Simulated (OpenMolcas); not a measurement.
**Ni3+ in octahedral coordination: ligands and hosts compared**

```json
{
  "Program": "OpenMolcas",
  "Method": "SS-CASPT2, IPEA 0.25 Eh, imaginary shift 0.1 Eh",
  "Active space": "7 electrons in 5 orbitals (3d)",
  "Spin-orbit coupling": "state interaction with AMFI integrals over the reference wave functions"
}
```

Distances were set from a Shannon-type radius of the metal (high-spin where two are listed) plus a fixed donor radius (H2O 1.36, F 1.31 Å), in hosts weighted 0.65 to 0.35 with the host's distance in the model lattice. Anionic complexes are neutralised by point charges, and hosts are embedded clusters. Ligand basis ANO-RCC-VDZP. States (labels of the rotation group of each site). Energies in cm-1 above the lowest state or level, χT in cm3 K/mol; under a threefold ground state the first gap can be a small split of the lowest multiplet, not the spin-orbit step.

| Ligand or host | R (Å) | Metal basis | Outer charge (e at Å behind ligand) | Ground state | First state of that spin | First gap with spin-orbit (degeneracies) | χT at 300 K | First state of another spin |
| --- | --- | --- | --- | --- | --- | --- | --- | --- |
| H2O | 1.96 | ANO-RCC-VTZP |  | 4T1 | 4T2 11340 | 440 (2, 4) | 3.337 | 2E 2330 |
| F | 1.91 | ANO-RCC-VTZP | 0.5 at 3.2 | 4T1 | 4T2 12930 | 470 (2, 4) | 3.330 | 2E 4050 |
| Cs2GeF6 | 1.873 | ANO-RCC-VTZP |  | 4T1 | 4T2 15100 | 400 (2, 4) | 3.195 | 2E 1240 |

The rows also differ in their outer charges, so part of each step comes from that.

The first state of the same spin rises in the order H2O < F < Cs2GeF6, by a factor of 1.33 from first to last.

Roots that are degenerate in the reference are averaged as groups; the widest CASPT2 spread within a group is 2900 cm-1 (the 3-fold group of multiplicity 2 near 36600 cm-1 above the lowest state of its run, H2O). Shifts and gaps below about the spread of the groups concerned are not significant. Over all roots computed the reference weight is 0.61 to 0.71 in H2O, 0.64 to 0.72 in F, 0.66 to 0.73 in Cs2GeF6; the roots of lowest weight are the least certain, and an intruder state may touch them. An orbital triplet at a regular site is open to Jahn-Teller coupling, which can distort the site and quench the lowest spin-orbit gaps and is left out. This shell can be high or low spin here, a state of another spin lies low, and with metal d orbitals alone active their balance is uncertain, so the ground spin may be wrong. A single d shell leaves out the double-shell effect, which counts most for late 3d ions, where the CASPT2 field can be off either way by tens of per cent. Ligand-to-metal charge-transfer states are missing. These CASPT2 states fit no ligand-field parameters well, so their order and spin gaps are uncertain. With no ligand orbital active B as a rule stays too high, so bands that hang on it stand too high and its fall with covalency is understated. With one d shell and no ligand orbital active, 10Dq can be off by a tenth or more. Free-ion shares, where given, are those of the reference states; single-state CASPT2 does not remix them (holds for F). No measured value stands beside these numbers; the geometry is a model, was not optimised and need not be the one that this ion takes.
